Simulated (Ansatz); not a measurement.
Coupled-cluster diagnostics for the cluster Ru3H6, Ansatz.

Geometry of the singlet (PBE0-D4/def2-SVP):

```xyz
9

Ru   -0.020   -1.030    0.058
Ru   -0.997    1.297   -0.189
Ru    1.009    0.901    0.831
H     0.838    0.158    2.227
H    -1.369   -0.348   -0.681
H    -1.293   -1.515    0.836
H    -0.210    1.689   -1.475
H     2.005    0.076   -0.120
H     0.039   -1.227   -1.488
```

In the def2 sets Ru takes a core potential; there is no spin–orbit coupling. Correlated methods freeze no core orbitals; core or outer-core shells of Ru are correlated, in sets that lack core-valence functions. No other spin state of charge 0 was run. Another isomer (quintet) lies 0.41 eV lower at PBE0-D4/def2-TZVP; other spin states weren't run for this one.

(1) Estimate the CCSD(T) correlation energy, the shares of MP2 and (T), T1 and the reference's ⟨S²⟩ for: charge 0, singlet, own geometry in def2-TZVP; and the rough time on 4 threads of Arm Neoverse V2 on a shared host.

## Answers

(1) 
```tsv
state	basis	correlation (eV)	MP2 share (%)	(T) share (%)	T1	⟨S²⟩ (pure)	wall time	remarks
charge 0, singlet, own geometry	def2-TZVP	-45.927	99.1	6.2	0.078	0.00 (0.00)	2.7 min	large T1 (0.078), restricted SCF unstable
```
Customary marks for T1 are 0.02 (closed shells), 0.045 (open shells) and about 0.05 (3d metals). T1 exceeds 0.02 in 1 of 1 rows and 0.045 in 1; the higher it lies, the less the single-reference result can be trusted.
